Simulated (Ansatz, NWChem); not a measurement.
**Abstraction of H: GeH4 + BH2(NH) → GeH3 + BH2(NH2)**

Species: GeH4 (germane) `[GeH4]`, singlet; BH2(NH), doublet; GeH3 `[GeH3]`, doublet; BH2(NH2), singlet. A radical takes H: the energy is the difference in strength between the Ge–H bond broken and the N–H bond made.

Shapes, held fixed at every level: PBE0-D4/def2-TZVP. Programs: Ansatz 0.2.0, NWChem 7.3.0. A level may come from different programs for different species; with the same settings they agree closely. The zero-point and thermal change to 298 K, harmonic and unscaled (PBE0-D4/def2-TZVP), is +18.6 kJ/mol.

```json
{"level": "HF/def2-TZVPP", "kind": "Hartree–Fock", "ΔH(298 K) (kJ/mol)": "-97.1", "less CCSD(T)/def2-TZVPP": "+16.9"}
{"level": "PBE0/def2-SVP", "kind": "global hybrid", "ΔH(298 K) (kJ/mol)": "-107.0", "less CCSD(T)/def2-TZVPP": "+7.0"}
{"level": "BHLYP-D4/def2-TZVPP", "kind": "global hybrid", "ΔH(298 K) (kJ/mol)": "-106.8", "less CCSD(T)/def2-TZVPP": "+7.2"}
{"level": "PBE0-D4/def2-TZVPP", "kind": "global hybrid", "ΔH(298 K) (kJ/mol)": "-110.7", "less CCSD(T)/def2-TZVPP": "+3.3"}
{"level": "r2SCAN0-D4/def2-TZVPP", "kind": "global hybrid", "ΔH(298 K) (kJ/mol)": "-105.7", "less CCSD(T)/def2-TZVPP": "+8.3"}
{"level": "wB97M-V/def2-TZVPP", "kind": "range-separated hybrid", "ΔH(298 K) (kJ/mol)": "-116.0", "less CCSD(T)/def2-TZVPP": "-2.0"}
{"level": "B2PLYP/def2-TZVPP", "kind": "double hybrid", "ΔH(298 K) (kJ/mol)": "-113.0", "less CCSD(T)/def2-TZVPP": "+1.0"}
{"level": "CCSD(T)/def2-TZVPP", "kind": "coupled cluster or CI", "ΔH(298 K) (kJ/mol)": "-114.0", "less CCSD(T)/def2-TZVPP": "0.0"}
```

The highest level, CCSD(T)/def2-TZVPP, gives ΔH(298 K) = -114.0 kJ/mol; the levels span -116.0 to -97.1. The column of differences is taken from that level and isn't an error. No measured value is set beside it here. Open shells run unrestricted unless RO is named. Relativity is left out for Ge unless named. Correlated rows may include outer-core shells of Ge, which these sets cover unevenly.
